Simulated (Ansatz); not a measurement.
CH5FSSi can be A, `FCS[SiH3]`, or B, `FC([SiH3])S`.

Computed with Ansatz on PBE0-D4/def2-TZVP structures; ΔE is electronic, products minus reactants. CCSD(T)/CBS adds triple-zeta CCSD(T) − MP2 to the extrapolated MP2 energy (def2 sets, frozen cores). Functionals use def2-TZVPP. One conformer a species, not always the lowest.

Which isomer does CCSD(T)/CBS put lower? Give the gap. (Estimate.)

Ansatz gave: A, by 68.2 kJ/mol.

Give E(B) − E(A) in kJ/mol with CCSD/def2-TZVPP, MP2/def2-TZVPP, HF/def2-TZVPP, BLYP-D4, PBE-D4, ωB97M-V, CCSD(T)/def2-TZVPP. (Estimate.)

Computed: CCSD/def2-TZVPP 67.9, MP2/def2-TZVPP 70.8, HF/def2-TZVPP 76.3, BLYP-D4 63.9, PBE-D4 66.2, ωB97M-V 66.2, CCSD(T)/def2-TZVPP 67.1. None reverses the order clearly.

Does the order hold for the free energy at 298.15 K (harmonic terms from PBE0-D4)? (An estimate is asked.)

The calculation gave: Yes: G(B) − G(A) = +62.5 kJ/mol, for one conformer each.

Largest T1 diagnostic: 0.012.

In def2-TZVPP, CCSD(T) changes the Hartree–Fock value by −9.2 kJ/mol (the triples alone add −0.8 kJ/mol) and MP2 by −5.5 kJ/mol. Leaving LDA and LC-ωPBE aside and taking each functional with its dispersion term where it has one, the values, not all of them listed here, spread over 8.0 kJ/mol, from BLYP-D4 to PBE-QIDH. LDA lies −5.9 kJ/mol from PBE without D4.
